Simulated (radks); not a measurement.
Species: Os+. Configuration: [Xe] 4f14 5d6 6s1. Calculated with a radial shooting solver on a logarithmic mesh with Libxc functionals: scalar-relativistic Kohn-Sham, SCAN, spin-unpolarised, spherical densities, finite nucleus; meta-GGA in the generalised Kohn-Sham scheme; Fermi nuclear charge, rms radius 5.4126 fm.

Normalised radial functions P(r) = r R(r), r in bohr:

r              4p       4d       5d
0.002966   0.0302   0.0004   0.0001
0.00402    0.0496   0.0009   0.0002
0.005448   0.0806   0.0020   0.0006
0.007324   0.1277   0.0045   0.0012
0.009926   0.2001   0.0100   0.0028
0.01345    0.3028   0.0219   0.0061
0.01823    0.4353   0.0467   0.0130
0.02451    0.5762   0.0944   0.0262
0.03322    0.6833   0.1849   0.0514
0.04502    0.6610   0.3373   0.0935
0.06053    0.4094   0.5507   0.1521
0.08204   -0.1226   0.7950   0.2178
0.1112    -0.7456   0.9313   0.2503
0.1495    -1.0009   0.7571   0.1922
0.2026    -0.4686   0.1223   0.0045
0.2746     0.7054  -0.8077  -0.2480
0.3691     1.6111  -1.4911  -0.3766
0.5003     1.5893  -1.5255  -0.2255
0.678      0.8977  -1.0065   0.1781
0.9116     0.3097  -0.4488   0.5857
1.235      0.0562  -0.1211   0.8072
1.674      0.0048  -0.0182   0.7646
2.251      0.0002  -0.0015   0.5593
3.051      0.0000  0.0000   0.3156
4.135      0.0000  0.0000   0.1309
5.559      0.0000  0.0000   0.0374
7.534      0.0000  0.0000   0.0060

4p: eigenvalue -487.73 eV, 2 radial nodes at r = 0.0773, 0.231 bohr, <r> = 0.459 bohr, 90 % of the charge inside 0.666 bohr. 4d: eigenvalue -285.08 eV, 1 radial node at r = 0.211 bohr, <r> = 0.489 bohr, 90 % of the charge inside 0.731 bohr. 5d: eigenvalue -14.248 eV, 2 radial nodes at r = 0.204, 0.601 bohr, <r> = 1.75 bohr, 90 % of the charge inside 2.75 bohr.
